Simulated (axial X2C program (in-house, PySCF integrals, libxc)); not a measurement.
## SiI⁻ along the bond: r2SCAN0, with spin–orbit coupling

All values were computed with an axial X2C code built on PySCF integrals. Two-component (2c) means X2C with spin–orbit coupling and atomic mean-field two-electron Coulomb and Gaunt terms. Basis: I dyall-acv3z [12s13p9d5f1g], Si dyall-av3z [9s8p3d2f] (cores contracted in-house); Gaussian nuclei, density fitting, unrestricted open shells. Masses: I 126.904 u, Si 27.977 u.

State: Ω = 1 (⟨Sz⟩ = 1.00, ⟨Lz⟩ = 0.00 at r2SCAN0). Dipoles are positive if Si is the positive end and refer to the centre of mass.

Results along the bond:

```csv
R (Å),μ (D),HOMO (eV),LUMO (eV)
2.319,-5.998,0.36,3.14
2.426,-5.698,0.20,3.12
2.506,-5.459,0.08,3.09
2.586,-5.212,-0.04,3.05
2.666,-4.959,-0.16,2.99
2.759,-4.662,-0.30,2.89
2.853,-4.364,-0.43,2.76
2.973,-3.984,-0.60,2.56
3.119,-3.527,-0.80,2.29
3.333,-2.879,-1.07,1.89
```

One determinant describes the state; a PBE0 search over occupations chose it and may have missed a lower one. Density functionals use the spin component along the axis (collinear). PBE0 can misorder states that lie within some tenths of an eV, so this need not be the ground state of the molecule. The nearest other 2c determinant of the search, Ω = 0, lies 0.70 eV up at the distance of the search. With several unpaired electrons one determinant need not be a pure state. Open-shell Ω = 0 determinants with evenly filled partner blocks cannot be reached by this program, so the Ω shown need not be the lowest component. This is the Ω = 1 component of a π² triplet; the 0⁺ component is not one determinant and can lie lowest. The highest occupied level of some functionals is positive through self-interaction error; at Hartree–Fock it is bound. The LUMO of an anion is an unbound level whose energy the basis sets.
